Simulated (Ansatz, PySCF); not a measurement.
(E)-2-chloro-1-fluoroprop-1-ene (C₃H₄ClF), SMILES C/C(Cl)=C\F. Atoms are numbered in the order given.

```xyz
9

C     -1.6279     0.1747     0.0000
C     -0.1540    -0.0199     0.0000
Cl     0.4108    -1.6613     0.0000
C      0.7589     0.9535     0.0000
F      0.4002     2.2355     0.0000
H     -2.0810    -0.2930     0.8881
H     -1.8662     1.2465     0.0000
H     -2.0810    -0.2930    -0.8881
H      1.8389     0.7913     0.0000
```
Charge 0, spin multiplicity 1.

The structure is a stationary point at PBE0-D3(BJ)/def2-SVP.

Two levels are set side by side: PBE-D3(BJ)/def2-SVP (Ansatz, a program for electronic structure) and PBE0-D3(BJ)/def2-SVP (Ansatz). Each level has its own optimised geometry; the coordinates shown are those of the second. Frequencies come from the Hessian of PySCF at each geometry. Differences are taken from unrounded values.

```json
[
 {"quantity": "mean bond length (Å)", "PBE0-D3(BJ)": "1.285"},
 {"quantity": "bond C1–C2 (Å)", "PBE0-D3(BJ)": "1.487"},
 {"quantity": "bond C2–Cl3 (Å)", "PBE0-D3(BJ)": "1.736"},
 {"quantity": "bond C2–C4 (Å)", "PBE0-D3(BJ)": "1.334"},
 {"quantity": "bond C4–F5 (Å)", "PBE0-D3(BJ)": "1.331"},
 {"quantity": "bond C1–H6 (Å)", "PBE0-D3(BJ)": "1.101"},
 {"quantity": "bond C1–H7 (Å)", "PBE0-D3(BJ)": "1.098"},
 {"quantity": "bond C1–H8 (Å)", "PBE0-D3(BJ)": "1.101"},
 {"quantity": "bond C4–H9 (Å)", "PBE0-D3(BJ)": "1.092"},
 {"quantity": "highest harmonic wavenumber (cm⁻¹)", "PBE0-D3(BJ)": "3247"},
 {"quantity": "mean harmonic wavenumber (cm⁻¹)", "PBE0-D3(BJ)": "1334"},
 {"quantity": "zero-point energy (kcal/mol)", "PBE0-D3(BJ)": "40.06"}
]
```

Task: What does PBE-D3(BJ) give, and how far is it from PBE0-D3(BJ)? (Estimate from the structure and the level; the computed values follow.)

Result: 
| quantity | PBE-D3(BJ) | PBE-D3(BJ) minus PBE0-D3(BJ) |
|---|---|---|
| mean bond length (Å) | 1.295 | 0.010 |
| bond C1–C2 (Å) | 1.493 | 0.006 |
| bond C2–Cl3 (Å) | 1.750 | 0.014 |
| bond C2–C4 (Å) | 1.348 | 0.013 |
| bond C4–F5 (Å) | 1.346 | 0.015 |
| bond C1–H6 (Å) | 1.110 | 0.009 |
| bond C1–H7 (Å) | 1.106 | 0.008 |
| bond C1–H8 (Å) | 1.110 | 0.009 |
| bond C4–H9 (Å) | 1.101 | 0.009 |
| highest harmonic wavenumber (cm⁻¹) | 3145 | -102 |
| mean harmonic wavenumber (cm⁻¹) | 1286 | -48 |
| zero-point energy (kcal/mol) | 38.60 | -1.45 |

GGA bonds tend to be longer and softer than those of functionals with exact exchange. Differences between two approximate levels are no errors against the true value.
